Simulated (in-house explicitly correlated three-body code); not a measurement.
Computed with an exponentially correlated three-body code. Model: two electrons around a point charge, non-relativistic, variational in 260 exponentially correlated functions (energies converged to about 1e-7 hartree, or 1e-8 relative for large Z).

For this charge the correlation energy is taken as exact minus Hartree-Fock, from which it differs by microhartrees, and the kinetic parts follow from it.

For two electrons in a singlet the Kohn-Sham orbital is the square root of half the density, so the exact Kohn-Sham potential and energy parts follow from the density alone, and exchange is minus half the Hartree energy. The Kohn-Sham level equals minus the binding energy of the second electron.

Command:
```bash
python run_hyl.py task.json out
```
Settings (lengths in bohr, energies in hartree):
```
Z                      18
interaction_strength   1
functions              260
states_tried           13
```

Run time, properties included: 71 s on 1 thread of Arm Neoverse N1 (shared host).

**Those bound S and P states to n = 4 that converged, binding against the one-electron ion.**

Given: nuclear charge 18.

Computed: one-electron threshold -162 hartree.

```tsv
term	energy (hartree)	binding (eV)	quantum defect
1 1S	-312.907186	4106.4	0.021459
2 3S	-199.164975	1011.3	0.028181
2 3P	-198.510853	993.51	0.010596
2 1S	-198.441154	991.61	0.0086946
2 1P	-197.97792	979.01	-0.0040839
3 3S	-178.34549	444.78	0.026726
3 3P	?	?	?
3 1S	?	?	?
3 1P	-178.020318	435.94	-0.0032975
4 3S	-171.151079	249.01	0.026275
4 3P	-171.076623	246.99	0.01001
4 1S	-171.073695	246.91	0.0093666
4 1P	-171.017526	245.38	-0.0030428
```

**Question.** What belongs in the row 3 3P?

**Answer.** energy (hartree): -178.164762; binding (eV): 439.87; quantum defect: 0.010151.

**Question.** What belongs in the row 3 1S?

**Answer.** energy (hartree): -178.15459; binding (eV): 439.59; quantum defect: 0.0092097.

**Electric-dipole lines between converged S and P states, rate of the upper state's decay.**

```csv
s state,p state,p minus s (eV),oscillator strength from s,rate (1/s)
1 1S,2 1P,3127.4,0.77207,1.0922e+14
1 1S,3 1P,3670.5,0.15377,2.9964e+13
1 1S,4 1P,3861,0.057098,1.2312e+13
2 1S,2 1P,?,?,?
2 1S,3 1P,555.68,0.40831,1.8236e+12
2 1S,4 1P,?,?,?
3 1S,2 1P,-539.42,-0.047508,5.9983e+11
3 1S,3 1P,3.6537,0.050275,9.7075e+06
3 1S,4 1P,194.21,0.45061,2.4583e+11
4 1S,2 1P,-732.1,-0.010497,2.4414e+11
4 1S,3 1P,-189.03,-0.10985,1.7031e+11
4 1S,4 1P,1.5284,0.070068,2.3676e+06
2 3S,2 3P,17.8,0.039639,1.8165e+08
2 3S,3 3P,571.44,0.39697,1.875e+12
2 3S,4 3P,764.32,0.097114,8.2059e+11
3 3S,2 3P,-548.73,-0.048135,6.2891e+11
3 3S,3 3P,4.9179,0.066446,2.3244e+07
3 3S,4 3P,197.8,0.43837,2.4807e+11
4 3S,2 3P,-744.5,-0.010506,2.5267e+11
4 3S,3 3P,-190.85,-0.11269,1.7811e+11
4 3S,4 3P,2.0261,0.091638,5.4408e+06
```

**Question.** What belongs in the row 2 1S 2 1P?

**Answer.** p minus s (eV): 12.605; oscillator strength from s: 0.028906; rate (1/s): 6.6432e+07.

**Question.** What belongs in the row 2 1S 4 1P?

**Answer.** p minus s (eV): 746.23; oscillator strength from s: 0.098928; rate (1/s): 7.9682e+11.

**Exact Kohn-Sham parts of the ground state from its density.**

Computed: total energy -312.907186 hartree; Hartree energy 22.055 hartree; exchange energy -11.028 hartree; kinetic part of the DFT correlation energy 0.045486 hartree; potential part of the DFT correlation energy -0.091609 hartree; exact minus restricted Hartree-Fock -0.046123 hartree; restricted Hartree-Fock level -4106.7 eV; dipole polarisability 9.3013e-05 bohr³; C6 of two such species 8.5958e-07 hartree·bohr⁶.

**Question.** What is the Kohn-Sham kinetic?

**Answer.** 312.86 hartree.

**Question.** What is the Kohn-Sham level?

**Answer.** -4106.4 eV.

**Density and exact potentials over r, pair density (one pair, times 4 pi r12^2) and exact minus Kohn-Sham pair density over r12.**

```json
{"radius (bohr)": "0.00222", "radial density (electrons/bohr)": "0.20453", "exchange potential (hartree)": "-17.67", "intracule density (1/bohr)": "0.012899", "Coulomb hole against Kohn-Sham (1/bohr)": "-0.0007147"}
{"radius (bohr)": "0.00257", "radial density (electrons/bohr)": "0.27067", "exchange potential (hartree)": "-17.664", "intracule density (1/bohr)": "0.017286", "Coulomb hole against Kohn-Sham (1/bohr)": "-0.0009517"}
{"radius (bohr)": "0.00298", "radial density (electrons/bohr)": "?", "exchange potential (hartree)": "?", "intracule density (1/bohr)": "?", "Coulomb hole against Kohn-Sham (1/bohr)": "?"}
{"radius (bohr)": "0.00345", "radial density (electrons/bohr)": "0.47256", "exchange potential (hartree)": "-17.646", "intracule density (1/bohr)": "0.031143", "Coulomb hole against Kohn-Sham (1/bohr)": "-0.001687"}
{"radius (bohr)": "0.00399", "radial density (electrons/bohr)": "0.61992", "exchange potential (hartree)": "-17.632", "intracule density (1/bohr)": "0.041641", "Coulomb hole against Kohn-Sham (1/bohr)": "-0.002233"}
{"radius (bohr)": "0.00462", "radial density (electrons/bohr)": "0.81252", "exchange potential (hartree)": "-17.614", "intracule density (1/bohr)": "0.055798", "Coulomb hole against Kohn-Sham (1/bohr)": "-0.002958"}
{"radius (bohr)": "0.00535", "radial density (electrons/bohr)": "1.0614", "exchange potential (hartree)": "-17.59", "intracule density (1/bohr)": "0.074761", "Coulomb hole against Kohn-Sham (1/bohr)": "-0.00391"}
{"radius (bohr)": "0.00619", "radial density (electrons/bohr)": "1.3785", "exchange potential (hartree)": "-17.559", "intracule density (1/bohr)": "0.099955", "Coulomb hole against Kohn-Sham (1/bohr)": "-0.005147"}
{"radius (bohr)": "0.00717", "radial density (electrons/bohr)": "1.7856", "exchange potential (hartree)": "-17.518", "intracule density (1/bohr)": "0.13386", "Coulomb hole against Kohn-Sham (1/bohr)": "-0.006767"}
{"radius (bohr)": "0.0083", "radial density (electrons/bohr)": "2.2976", "exchange potential (hartree)": "-17.465", "intracule density (1/bohr)": "0.17891", "Coulomb hole against Kohn-Sham (1/bohr)": "-0.008855"}
{"radius (bohr)": "0.00961", "radial density (electrons/bohr)": "2.9385", "exchange potential (hartree)": "-17.396", "intracule density (1/bohr)": "0.23897", "Coulomb hole against Kohn-Sham (1/bohr)": "-0.01154"}
{"radius (bohr)": "0.0111", "radial density (electrons/bohr)": "3.7161", "exchange potential (hartree)": "-17.308", "intracule density (1/bohr)": "0.31722", "Coulomb hole against Kohn-Sham (1/bohr)": "-0.01489"}
{"radius (bohr)": "0.0129", "radial density (electrons/bohr)": "4.7051", "exchange potential (hartree)": "-17.191", "intracule density (1/bohr)": "0.42536", "Coulomb hole against Kohn-Sham (1/bohr)": "-0.01928"}
{"radius (bohr)": "0.0149", "radial density (electrons/bohr)": "5.8426", "exchange potential (hartree)": "-17.047", "intracule density (1/bohr)": "0.56212", "Coulomb hole against Kohn-Sham (1/bohr)": "-0.02451"}
{"radius (bohr)": "0.0173", "radial density (electrons/bohr)": "7.227", "exchange potential (hartree)": "-16.858", "intracule density (1/bohr)": "0.74777", "Coulomb hole against Kohn-Sham (1/bohr)": "-0.03109"}
{"radius (bohr)": "0.02", "radial density (electrons/bohr)": "8.7684", "exchange potential (hartree)": "-16.628", "intracule density (1/bohr)": "0.98213", "Coulomb hole against Kohn-Sham (1/bohr)": "-0.03868"}
{"radius (bohr)": "0.0231", "radial density (electrons/bohr)": "10.469", "exchange potential (hartree)": "-16.345", "intracule density (1/bohr)": "1.2804", "Coulomb hole against Kohn-Sham (1/bohr)": "-0.04732"}
{"radius (bohr)": "0.0268", "radial density (electrons/bohr)": "?", "exchange potential (hartree)": "?", "intracule density (1/bohr)": "?", "Coulomb hole against Kohn-Sham (1/bohr)": "?"}
{"radius (bohr)": "0.031", "radial density (electrons/bohr)": "14.216", "exchange potential (hartree)": "-15.56", "intracule density (1/bohr)": "2.1453", "Coulomb hole against Kohn-Sham (1/bohr)": "-0.06694"}
{"radius (bohr)": "0.0359", "radial density (electrons/bohr)": "16.007", "exchange potential (hartree)": "-15.047", "intracule density (1/bohr)": "2.7269", "Coulomb hole against Kohn-Sham (1/bohr)": "-0.07614"}
{"radius (bohr)": "0.0416", "radial density (electrons/bohr)": "17.543", "exchange potential (hartree)": "-14.44", "intracule density (1/bohr)": "3.4144", "Coulomb hole against Kohn-Sham (1/bohr)": "-0.08316"}
{"radius (bohr)": "0.0481", "radial density (electrons/bohr)": "18.611", "exchange potential (hartree)": "-13.751", "intracule density (1/bohr)": "4.1775", "Coulomb hole against Kohn-Sham (1/bohr)": "-0.08603"}
{"radius (bohr)": "0.0557", "radial density (electrons/bohr)": "19.052", "exchange potential (hartree)": "-12.964", "intracule density (1/bohr)": "4.9964", "Coulomb hole against Kohn-Sham (1/bohr)": "-0.08281"}
{"radius (bohr)": "0.0645", "radial density (electrons/bohr)": "18.699", "exchange potential (hartree)": "-12.095", "intracule density (1/bohr)": "5.7945", "Coulomb hole against Kohn-Sham (1/bohr)": "-0.07177"}
{"radius (bohr)": "0.0747", "radial density (electrons/bohr)": "17.48", "exchange potential (hartree)": "-11.157", "intracule density (1/bohr)": "6.4721", "Coulomb hole against Kohn-Sham (1/bohr)": "-0.0524"}
{"radius (bohr)": "0.0865", "radial density (electrons/bohr)": "15.447", "exchange potential (hartree)": "-10.174", "intracule density (1/bohr)": "6.9047", "Coulomb hole against Kohn-Sham (1/bohr)": "-0.02632"}
{"radius (bohr)": "0.1", "radial density (electrons/bohr)": "12.825", "exchange potential (hartree)": "-9.1829", "intracule density (1/bohr)": "6.9724", "Coulomb hole against Kohn-Sham (1/bohr)": "0.002087"}
{"radius (bohr)": "0.116", "radial density (electrons/bohr)": "9.8251", "exchange potential (hartree)": "-8.1777", "intracule density (1/bohr)": "6.5867", "Coulomb hole against Kohn-Sham (1/bohr)": "0.02776"}
{"radius (bohr)": "0.134", "radial density (electrons/bohr)": "6.9645", "exchange potential (hartree)": "-7.2373", "intracule density (1/bohr)": "5.7694", "Coulomb hole against Kohn-Sham (1/bohr)": "0.04353"}
{"radius (bohr)": "0.155", "radial density (electrons/bohr)": "4.4598", "exchange potential (hartree)": "-6.3479", "intracule density (1/bohr)": "4.6069", "Coulomb hole against Kohn-Sham (1/bohr)": "0.04704"}
{"radius (bohr)": "0.18", "radial density (electrons/bohr)": "2.5046", "exchange potential (hartree)": "-5.5139", "intracule density (1/bohr)": "3.2666", "Coulomb hole against Kohn-Sham (1/bohr)": "0.03903"}
{"radius (bohr)": "0.208", "radial density (electrons/bohr)": "1.2553", "exchange potential (hartree)": "-4.7925", "intracule density (1/bohr)": "2.062", "Coulomb hole against Kohn-Sham (1/bohr)": "0.0255"}
{"radius (bohr)": "0.241", "radial density (electrons/bohr)": "0.53162", "exchange potential (hartree)": "-4.1447", "intracule density (1/bohr)": "1.1094", "Coulomb hole against Kohn-Sham (1/bohr)": "0.01239"}
{"radius (bohr)": "0.279", "radial density (electrons/bohr)": "0.18895", "exchange potential (hartree)": "-3.583", "intracule density (1/bohr)": "0.50196", "Coulomb hole against Kohn-Sham (1/bohr)": "0.004004"}
{"radius (bohr)": "0.323", "radial density (electrons/bohr)": "0.054526", "exchange potential (hartree)": "-3.0957", "intracule density (1/bohr)": "0.18487", "Coulomb hole against Kohn-Sham (1/bohr)": "0.0004362"}
{"radius (bohr)": "0.374", "radial density (electrons/bohr)": "0.012342", "exchange potential (hartree)": "-2.6738", "intracule density (1/bohr)": "0.053503", "Coulomb hole against Kohn-Sham (1/bohr)": "-0.000331"}
```

**Question.** What belongs in the row 0.00298?

**Answer.** radial density (electrons/bohr): 0.35859; exchange potential (hartree): -17.656; intracule density (1/bohr): 0.02324; Coulomb hole against Kohn-Sham (1/bohr): -0.00127.

**Question.** What belongs in the row 0.0268?

**Answer.** radial density (electrons/bohr): 12.345; exchange potential (hartree): -15.986; intracule density (1/bohr): 1.6699; Coulomb hole against Kohn-Sham (1/bohr): -0.05709.
